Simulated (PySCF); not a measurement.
Mapped SMILES: `[OH:1][B:2]([OH:3])[F:4]`. Each H is labelled by its parent atom.

PySCF 2.14.0 with density-fitted response routines calculation with geometry: PBE0-D3(BJ)/def2-TZVP and shieldings: GIAO B97-2/pcSseg-2; isolated molecule, single conformer, no relativistic terms, rapidly exchanging positions averaged.

References, each an isolated molecule treated in the same way: 1H vs TMS; 17O against H2O; 11B vs BF3·OEt2; CFCl3 for 19F.

```csv
atoms,nucleus,count,δ (ppm)
B2,11B,1,?
F4,19F,1,?
H(O1)/H(O3),1H,2,3.21
O1/O3,17O,2,75.1
```

Question: Estimate the values marked ?.

Answer: 
- B2: 15.8 ppm, boron bonded to F, 2 O
- F4: -143.8 ppm, fluorine bonded to B

The OH or NH signal is concentration- and solvent-dependent in practice; the value given is the gas-phase one. Unscaled 19F shifts against computed CFCl3 carry errors that often reach 10 to 50 ppm. Experimental scales use liquid or dissolved standards, which lie at an offset from isolated H2O (liquid H2O: subtract about 36 ppm).
